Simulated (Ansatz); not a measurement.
`O=C=[N][Ge]([F])([F])[F]`. Total charge 0; spin multiplicity 1. Correlated methods include outer-core shells of Ge, which these sets cover unevenly. Scalar relativity is left out up to krypton.

Cartesian coordinates in Å:
```
O -2.197 -0.940 1.724
C -1.389 -0.811 0.907
N -0.573 -0.757 0.018
Ge 0.709 0.350 -0.517
F 1.447 -0.286 -1.902
F 1.906 0.555 0.672
F 0.098 1.888 -0.902
```

**Question.** Give the diagnostics of a CCSD(T)/def2-TZVPP run (frozen core, the Gaussian-basis code of Ansatz). (An estimate is asked.)

**Answer.** The calculation gave: T1 = 0.0144, largest single amplitude 0.030, largest double 0.033, (T) share of the correlation energy 3.7 %, 9 CCSD cycles. The RHF solution is stable towards an unrestricted one. T1 lies under the customary mark of 0.02 for closed shells.
